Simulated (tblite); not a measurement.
C4H7F2O2Si (doublet state).
Numbering: `[CH3:1][C@@H:2]1[O:3][SiH2:4][O:5][C@@H:6]1[C:7]([F:8])[F:9]` (hydrogens: H10, H11, H12 on C1; H13 on C2; H14, H15 on Si4; H16 on C6)

Structure used (GFN2-xTB), in Å, numbered top down from 1:
```xyz
16
C4H7F2O2Si angstrom
C     -1.196   -0.230   -1.385
C     -0.782    0.359   -0.049
O      0.021    1.483   -0.226
Si     1.175    1.628    0.930
O      0.862    0.184    1.662
C      0.032   -0.623    0.892
C      0.837   -1.623    0.151
F      0.197   -2.681   -0.373
F      1.762   -1.191   -0.715
H     -1.806    0.495   -1.918
H     -0.323   -0.448   -1.995
H     -1.772   -1.139   -1.235
H     -1.674    0.652    0.523
H      0.857    2.642    1.917
H      2.462    1.671    0.265
H     -0.657   -1.170    1.546
```

Computed with GFN2-xTB (tblite): harmonic, unscaled wavenumbers at the GFN2-xTB geometry, gas phase. Errors from tens to a few hundred cm⁻¹ against measured bands are possible. Modes of hydrogen on silicon can be 10 to 20 % off. One conformer, not necessarily the lowest. Open shells enter through the occupations alone, without spin polarisation, and single modes of such species can be off by tens of per cent.

Harmonic wavenumbers (cm⁻¹): 61.6, 81.4, 118.2, 147.8, 226.6, 230.7, 300.0, 361.3, 414.3, 470.7, 479.9, 491.8, 561.4, 619.7, 673.2, 717.1, 778.7, 807.5, 821.2, 830.7, 882.1, 966.4, 1053.3, 1096.5, 1106.1, 1137.1, 1148.6, 1212.9, 1233.3, 1273.5, 1304.3, 1325.3, 1399.7, 1470.0, 1497.6, 2362.3, 2393.6, 2869.2, 2925.7, 3043.3, 3045.3, 3052.7.

A = 2244, B = 1199, C = 993.0 MHz; mass 153.018 u (most abundant isotopes); point group C1, symmetry number 1; spin multiplicity 2.

Q: Zero-point energy?

A: ½Σν̃ = 23496 cm⁻¹ = 281.08 kJ/mol.

Q: Give the ideal-gas entropy at 273.15 K and 1 bar in the rigid-rotor, harmonic-oscillator model (classical rotation).

A: Translation 169.77, rotation 120.98, vibration 100.75, spin (R ln 2) 5.76: S = 397.3 J/(mol K).

Q: And Cp and H(273.15 K) − H(0)?

A: Cp = 147.06 J/(mol K), of which vibrations give 113.80 (their classical limit is 42 R = 349.2); H(273.15 K) − H(0) = 24.26 kJ/mol without the zero-point energy, 15.18 from vibrations.

Q: How do the functions run with temperature in this model?

A: 
```csv
T (K),S (J/(mol K)),Cp (J/(mol K)),H − H(0) (kJ/mol),G − H(0) (kJ/mol),ln q(vib)
150,326.3,94.7,9.37,-39.58,2.47
250,384.7,137.4,20.97,-75.20,4.87
298.15,410.6,157.3,28.07,-94.35,6.05
400,462.3,195.1,46.07,-138.84,8.56
600,552.4,248.8,90.88,-240.54,13.41
900,663.2,296.2,173.34,-423.52,20.16
```

q(vib) and H(0) count from the zero-point level.

Q: Which modes carry the vibrational entropy at 273.15 K?

A: 61.6 cm⁻¹: 17.71; 81.4 cm⁻¹: 15.42; 118.2 cm⁻¹: 12.39; 147.8 cm⁻¹: 10.60; 226.6 cm⁻¹: 7.32; 230.7 cm⁻¹: 7.19 J/(mol K); the other 36 give 30.13 together.

Q: What must be added to the electronic energy to get the Gibbs energy at 273.15 K and 1 bar?

A: ZPE + [H(273.15 K) − H(0)] − T·S = 281.08 + 24.26 − 108.52 = 196.82 kJ/mol.

Hindered rotation and anharmonicity are outside this model. Other conformers, if any are populated, would add a mixing term that is left out. The structure is chiral; the term R ln 2 for an equal mix with its mirror image is left out.

Time: 0.61 s wall. Hardware: Arm Neoverse V1, one thread, shared host with 32 logical CPUs at a one-minute load of 37. This covers the Hessian and the dipole derivatives.
